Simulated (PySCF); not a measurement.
C₇H₇F₃.
Atom-mapped SMILES: `[CH3:1][C:2]1=[CH:3][C:4]/1=[C:5](/[CH3:6])[C:7]([F:8])([F:9])[F:10]` (hydrogens: H11, H12, H13 on C1; H14 on C3; H15, H16, H17 on C6)

The geometry is computed with GFN2-xTB (gas phase).

Give the optimised bond lengths and angles.

```
                  bond  length (Å)   order
                 C1–C2       1.461  single
                 C2=C3       1.329  double
                 C3–C4       1.444  single
                 C4=C5       1.320  double
                 C5–C6       1.505  single
                 C5–C7       1.494  single
  C7–F8, C7–F9, C7–F10       1.349  single
                 C2–C4       1.444  single
C1–H11, C1–H12, C1–H13       1.090  single
                C3–H14       1.062  single
C6–H15, C6–H16, C6–H17       1.088  single
```

Bonds in one row agree within 0.01 Å and their mean is given. Orders are formal, as drawn. A selection of angles:
```
     angle  degrees
 C2–C1–H11    109.6
 C2–C1–H12    111.1
H11–C1–H12    109.4
H11–C1–H13    107.6
  C1–C2–C3    151.3
  C1–C2–C4    146.1
  C3–C2–C4     62.6
  C2–C3–C4     62.6
 C2–C3–H14    151.1
 C4–C3–H14    146.3
  C3–C4–C5    152.6
  C2–C4–C3     54.8
  C2–C4–C5    152.6
  C4–C5–C6    124.9
  C4–C5–C7    119.9
  C6–C5–C7    115.2
 C5–C6–H15    109.8
H15–C6–H16    109.0
H16–C6–H17    108.1
  C5–C7–F8    112.8
  F8–C7–F9    105.1
```

Torsions: C1–C2–C3–C4 180° (antiperiplanar); C2–C3–C4–C5 180° (antiperiplanar); C3–C4–C5–C6 180° (antiperiplanar); C4–C5–C7–F8 121° (anticlinal); C1–C2–C4–C3 180° (antiperiplanar).

The 3-membered ring C2–C3–C4 has internal angles of 54.8° to 62.6°. Of the pairs four or more bonds apart, C3···F10 is among the closest relative to their van der Waals radii: 3.07 Å, 97 % of the sum of Bondi's values. The C–C distances run from 1.320 Å (C4=C5, drawn double) to 1.505 Å (C5–C6, drawn single), a spread of 0.185 Å.

Point group: Cs (tolerance 0.08 Å). GFN2-xTB frequencies: not computed here.
